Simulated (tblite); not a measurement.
Compound: C₅H₆O₂ (charge +1 and doublet state).
Cartesian coordinates in Å at the GFN2-xTB level; atoms count from 1:
```xyz
13
C5H6O2 angstrom
C      2.3725   -0.0063    0.0809
O      1.2187   -0.7823   -0.1836
C      0.0300   -0.3241   -0.0940
C     -1.1826   -1.0231   -0.3365
C     -2.1960   -0.1047   -0.1089
C     -1.5759    1.0852    0.2535
O     -0.2454    0.9505    0.2613
H      2.1391    1.0202    0.3613
H      2.9285   -0.5119    0.8773
H      2.9960   -0.0335   -0.8188
H     -1.2584   -2.0507   -0.6332
H     -3.2527   -0.2673   -0.1925
H     -1.9780    2.0486    0.5154
```

Computed values, GFN2-xTB/tblite, gas phase, harmonic and unscaled. Against measured fundamentals such values can be off by several per cent, at times by over 20. One conformer, not necessarily the lowest. Open shells enter through the occupations alone, without spin polarisation, and single modes of such species can be off by tens of per cent.

Harmonic wavenumbers (cm⁻¹): 71.1, 146.5, 217.9, 282.0, 477.8, 513.3, 635.4, 660.4, 765.4, 822.0, 827.0, 869.1, 906.8, 1003.5, 1034.1, 1060.1, 1078.3, 1098.9, 1114.3, 1146.4, 1283.0, 1354.2, 1363.1, 1367.1, 1400.5, 1424.9, 1506.0, 2949.1, 2967.6, 3030.8, 3130.9, 3170.6, 3182.6.

A = 7710, B = 2124, C = 1683 MHz; mass 98.037 u (most abundant isotopes); point group Cs, symmetry number 1; spin multiplicity 2.

Task: What is the zero-point energy?

Result: ½Σν̃ = 21430 cm⁻¹ = 256.36 kJ/mol.

Task: Entropy at 500 K, 1 bar (ideal gas, RRHO, classical rotation)?

Result: Translation 176.79, rotation 118.82, vibration 111.00, spin (R ln 2) 5.76: S = 412.4 J/(mol K).

Task: And Cp and H(500 K) − H(0)?

Result: Cp = 164.58 J/(mol K), of which vibrations give 131.32 (their classical limit is 33 R = 274.4); H(500 K) − H(0) = 47.48 kJ/mol without the zero-point energy, 30.85 from vibrations.

Task: Blend soft modes into free rotors: weight 1/[1 + (100 cm⁻¹/ν̃)⁴] for the oscillator and the rest for a rotor with moment μB/(μ + B), μ = h/(8π²ν), B = 10⁻⁴⁴ kg m². What vibrational entropy results?

Result: 105.61 J/(mol K) in place of 111.00, which changes −T·S at 500 K by +2.70 kJ/mol.

Task: Which modes carry the vibrational entropy at 500 K?

Result: 71.1 cm⁻¹: 21.52; 146.5 cm⁻¹: 15.56; 217.9 cm⁻¹: 12.33; 282.0 cm⁻¹: 10.28; 477.8 cm⁻¹: 6.29; 513.3 cm⁻¹: 5.79 J/(mol K); the other 27 give 39.23 together.

Task: What must be added to the electronic energy to get the Gibbs energy at 500 K and 1 bar?

Result: ZPE + [H(500 K) − H(0)] − T·S = 256.36 + 47.48 − 206.19 = 97.65 kJ/mol.

Task: How do the functions run with temperature in this model?

Result: 
```json
{"T (K)": "50", "S (J/(mol K))": "229.3", "Cp (J/(mol K))": "42.2", "H − H(0) (kJ/mol)": "1.82", "G − H(0) (kJ/mol)": "-9.64", "ln q(vib)": "0.16"}
{"T (K)": "100", "S (J/(mol K))": "262.3", "Cp (J/(mol K))": "53.9", "H − H(0) (kJ/mol)": "4.24", "G − H(0) (kJ/mol)": "-21.99", "ln q(vib)": "0.64"}
{"T (K)": "298.15", "S (J/(mol K))": "342.6", "Cp (J/(mol K))": "107.2", "H − H(0) (kJ/mol)": "19.74", "G − H(0) (kJ/mol)": "-82.41", "ln q(vib)": "3.06"}
{"T (K)": "373.15", "S (J/(mol K))": "369.2", "Cp (J/(mol K))": "130.6", "H − H(0) (kJ/mol)": "28.66", "G − H(0) (kJ/mol)": "-109.11", "ln q(vib)": "4.09"}
{"T (K)": "750", "S (J/(mol K))": "488.4", "Cp (J/(mol K))": "209.3", "H − H(0) (kJ/mol)": "94.72", "G − H(0) (kJ/mol)": "-271.56", "ln q(vib)": "9.68"}
{"T (K)": "1000", "S (J/(mol K))": "552.6", "Cp (J/(mol K))": "236.7", "H − H(0) (kJ/mol)": "150.72", "G − H(0) (kJ/mol)": "-401.91", "ln q(vib)": "13.32"}
```

q(vib) and H(0) count from the zero-point level.

Hindered rotation and anharmonicity are outside this model. Other conformers, if any are populated, would add a mixing term that is left out.
